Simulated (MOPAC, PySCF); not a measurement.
C2H7NS, SMILES `N(C)(S)C` (C–N–S–H torsion 67°), neutral singlet in the gas phase. 

Cartesian coordinates (Å):
```xyz
11

C      1.2415    -0.3139     0.0288
N     -0.0542     0.0205     0.6033
C     -1.1740    -0.4930    -0.1732
S     -0.2157     1.6321     1.1071
H      1.3892     0.1429    -0.9623
H      2.0336     0.0297     0.6903
H      1.3158    -1.3982    -0.0793
H     -1.2213    -0.0508    -1.1806
H     -1.0699    -1.5751    -0.2786
H     -2.1061    -0.2770     0.3442
H     -0.1642     2.2895    -0.0879
```
Charge 0, multiplicity 1.

All levels are single points at this geometry (B3LYP-D3(BJ)/def2-TZVP); Pople sets use spherical d functions. Orbital energies aren't observables, and empty levels follow the basis.

HF/6-31G* in PySCF gives dipole (D) = 2.06.

**Question.** Estimate the dipole (D) from each of these levels: B3LYP-D3(BJ)/def2-TZVP in PySCF; PBE-D3(BJ)/def2-TZVP in PySCF; B3LYP/3-21G in PySCF; B3LYP/LANL2DZ in PySCF; BP86/6-31G* in PySCF; HF/STO-3G in PySCF; AM1 in MOPAC; PM6 in MOPAC.

**Answer.** 
```
level                            dipole (D)
-------------------------------  ----------
B3LYP-D3(BJ)/def2-TZVP in PySCF        1.75
PBE-D3(BJ)/def2-TZVP in PySCF          1.74
B3LYP/3-21G in PySCF                   2.29
B3LYP/LANL2DZ in PySCF                 2.36
BP86/6-31G* in PySCF                   1.95
HF/STO-3G in PySCF                     1.59
AM1 in MOPAC                           2.60
PM6 in MOPAC                           2.75
```
